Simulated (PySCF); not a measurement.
Ga(Me)(OH)(NH2) (CH6GaNO), SMILES [CH3][Ga]([NH2])[OH]. Atoms are numbered in the order given.

```xyz
10

Ga     0.0007    -0.0026     0.0000
C     -0.3355     1.9374     0.0000
H      0.1112     2.4064     0.8905
H      0.1112     2.4064    -0.8905
H     -1.4157     2.1462     0.0000
O      1.6415    -0.7483     0.0000
H      2.3714    -0.1181     0.0000
N     -1.2820    -1.2867     0.0000
H     -1.0641    -2.2770     0.0000
H     -2.2801    -1.1138     0.0000
```
Charge 0, spin multiplicity 1.

The structure is a stationary point at B3LYP-D3(BJ)/def2-SVP. Other conformers were not sampled.

Computed with B3LYP-D3(BJ)/def2-SVP (PySCF).

Frequencies are harmonic and unscaled.

Q: List the normal modes with their intensities. (The exact figures need the calculation; the answer reports its results.)

A: 
```
mode  ν (cm⁻¹)  IR (km/mol)  Raman (Å⁴/amu)  depolarisation  moving atoms (share of kinetic energy)
----  --------  -----------  --------------  --------------  --------------------------------------
1           39          0.0             0.1            0.75                                  H 97 %
2          134         77.5             0.3            0.75                 N 33 %, H 28 %, Ga 25 %
3          149          2.9             1.9            0.74         H 31 %, C 29 %, N 19 %, Ga 15 %
4          187          9.9             1.9            0.62         O 43 %, H 21 %, N 18 %, Ga 14 %
5          207         24.5             0.2            0.75                 H 68 %, Ga 13 %, O 13 %
6          301        183.2             1.4            0.75                                  H 94 %
7          398          0.0             0.0               –                                  H 99 %
8          557          4.7            20.7            0.14                          C 64 %, H 18 %
9          672         18.6             0.5            0.28                  H 71 %, O 14 %, N 11 %
10         687         59.0             6.4            0.18                 O 59 %, Ga 18 %, H 17 %
11         717         65.3             9.5            0.34                 N 63 %, Ga 20 %, H 13 %
12         718         20.0             0.2            0.75                          H 81 %, C 17 %
13         759        130.0             0.9            0.75                          H 76 %, C 12 %
14         803         89.3             1.5            0.71                                  H 87 %
15        1224          5.6             1.9            0.02                          H 81 %, C 19 %
16        1434          1.0            11.1            0.75                                  H 95 %
17        1436          2.1             9.2            0.75                                  H 95 %
18        1512         24.7             5.5            0.71                          H 89 %, N 11 %
19        3036          5.9           131.9            0.00                                  H 97 %
20        3128          5.5            84.3            0.75                           H 91 %, C 9 %
21        3138          6.9            89.2            0.75                           H 91 %, C 9 %
22        3585         20.7           169.5            0.12                                  H 96 %
23        3691         24.1            93.6            0.75                           H 91 %, N 9 %
24        3865         44.0           103.4            0.27                                  H 94 %
```
